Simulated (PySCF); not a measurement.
# Germanium: a sound run and one with changed settings

Sound run: Ge [Ar] 3d10 4s2 4p2, Ge⁺ [Ar] 3d10 4s2 4p1. All numbers are calculated (PySCF 2.14, no relativity, point nucleus, in def2-SVP). In the sound run the correlated levels freeze [Ar] 3d10. The sound run starts from symmetry-adapted Hartree-Fock orbitals and uses a fine grid where one is needed.

Changed run: basis STO-3G. This setting is unsound on purpose.

```csv
species,method,sound run (hartree),changed run (hartree),converged
Ge,UHF,-2075.05805,-2051.63626,yes
Ge,TPSS,-2076.62856,-2052.80312,yes
Ge,BP86,-2076.92052,-2053.00310,yes
Ge,MP2,-2075.09904,-2051.64352,yes
Ge,CCSD(T),-2075.11581,-2051.64939,yes
Ge⁺,UHF,-2074.78435,-2051.47666,yes
Ge⁺,TPSS,-2076.33701,-2052.62019,yes
Ge⁺,BP86,-2076.62580,-2052.81951,yes
Ge⁺,MP2,-2074.81662,-2051.49165,yes
Ge⁺,CCSD(T),-2074.83246,-2051.50273,yes
```

Ionisation energy of Ge:

| method | sound run (eV) | changed run (eV) |
| --- | --- | --- |
| UHF | 7.448 | 4.343 |
| TPSS | 7.933 | 4.978 |
| BP86 | 8.020 | 4.996 |
| MP2 | 7.685 | 4.133 |
| SCS-MP2 | 7.621 | 4.091 |
| CCSD | 7.701 | 3.991 |
| CCSD(T) | 7.710 | 3.991 |

A minimal basis cannot let orbitals breathe on ionisation and holds almost no correlation.

For comparison, NIST gives 7.899 eV between the lowest levels.
